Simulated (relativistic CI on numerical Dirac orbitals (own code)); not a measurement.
Re5+: 4f photoemission

Computed with this model: Dirac-Coulomb-Breit CI, separate exchange-only KLI orbitals for each configuration, a model potential for QED, valence Slater integrals scaled by 0.9, multiplet model of photoemission in the sudden approximation; configurations [Xe] 4f14 5d2 → [Xe] 4f13 5d2; 300 K; Lorentzian 0.25 eV and Gaussian 0.5 eV FWHM. Energies are those of the free ion, without screening or charge transfer. The energies are binding energies and can lie tens of eV above those of solids. S is read from ⟨S²⟩ = S(S + 1).

Field parameters in Wybourne normalisation: D4h B²₀ = −7Ds, B⁴₀ = 21(Dq − Dt), B⁴₄ = 21√(5/14) Dq; Td as Oh with Dq negative (B⁴₀ = 21Dq, B⁴₄ = √(5/14) B⁴₀). The field is a parameter set, without covalency.

free ion: ground-state S = 0.94, centroid 113.77 eV. Peaks (eV, height): 112.5 (100), 114.9 (60), 116.0 (14), 117.0 (14).

Td, 10Dq = -19650 cm⁻¹: ground-state S = 0.99, centroid 113.93 eV. Peaks (eV, height): 112.7 (100), 115.1 (66), 117.0 (6).

Td, 10Dq = -10950 cm⁻¹: ground-state S = 0.98, centroid 113.88 eV. Peaks (eV, height): 112.6 (100), 115.0 (60).

D4h, 10Dq = 22050, Ds = 1420, Dt = 300 cm⁻¹: ground-state S = 0.97, centroid 113.87 eV. Peaks (eV, height): 112.5 (100), 115.1 (69).

Strongest unbroadened transitions for Td, 10Dq = -10950 cm⁻¹:

| Energy (eV) | Relative strength |
| --- | --- |
| 112.30 | 49.0 |
| 112.36 | 97.5 |
| 112.49 | 100.0 |
| 112.61 | 46.5 |
| 112.62 | 85.2 |
| 112.68 | 43.4 |
| 112.76 | 49.2 |
| 112.81 | 99.8 |
| 113.13 | 16.2 |
| 114.72 | 20.1 |
| 114.78 | 36.5 |
| 114.86 | 27.1 |
| 114.88 | 57.2 |
| 114.94 | 15.0 |
| 114.99 | 19.7 |
| 115.02 | 26.0 |
| 115.12 | 26.6 |
| 115.22 | 20.6 |
